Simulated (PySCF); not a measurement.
# Mn⁺: ionisation energy

Mn⁺ [Ar] 3d5 4s1 (7S) → Mn²⁺ [Ar] 3d5 (6S), as a difference of total energies. Computed with PySCF 2.14 in aug-cc-pVDZ-DK (7s6p4d2f, 59 functions), with scalar relativity by spin-free X2C-1e. Correlated levels: valence: [Ar] frozen. The calculations carry no spin-orbit coupling.

| method | ionisation energy (eV) | error (eV) |
| --- | --- | --- |
| UHF | 14.885 | -0.755 |
| LDA | 16.447 | +0.807 |
| PBE | 16.230 | +0.590 |
| PBE0 | 15.938 | +0.298 |
| r2SCAN | 16.115 | +0.475 |
| r2SCAN0 | 15.907 | +0.267 |
| TPSSh | 15.859 | +0.219 |
| wB97M-V | 15.630 | -0.010 |
| MP2 (valence) | 15.292 | -0.348 |
| SCS-MP2 (valence) | 15.021 | -0.619 |

Reference: 15.640 eV (measured; NIST Atomic Spectra Database, ionization energies).

Errors of the correlated levels include the incompleteness of this basis and the frozen core.
